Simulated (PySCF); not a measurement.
Tc₃Te⁺ (singlet). Method: PySCF, PBE0, basis Te def2-SVP with ECP28, Tc def2-SVP with ECP28 (scalar-relativistic core potentials, no spin–orbit coupling, density fitting).

Harmonic bands of its minimum:

```json
{"ω (cm⁻¹)": "165", "IR (km/mol, summed over degenerate members)": "0.0", "degeneracy": "2"}
{"ω (cm⁻¹)": "228", "IR (km/mol, summed over degenerate members)": "1.0", "degeneracy": "1"}
{"ω (cm⁻¹)": "240", "IR (km/mol, summed over degenerate members)": "2.1", "degeneracy": "2"}
{"ω (cm⁻¹)": "393", "IR (km/mol, summed over degenerate members)": "0.0", "degeneracy": "1"}
```

Problem. The central atom is Te. Infer the point group and assign the bands.

Solution. C3v. The modes span 2e + 2a1: 165 e, 228 a1, 240 e, 393 a1. The computed geometry has Tc–Tc 2.288 Å (×3), Te–Tc 2.595 Å (×3); Tc–Tc–Tc 60.0° (×3), Tc–Tc–Te 63.8° (×6), Tc–Te–Tc 52.3° (×3).

Stability towards spin polarisation was not tested. Only a few start shapes were tried, so a lower isomer may exist.
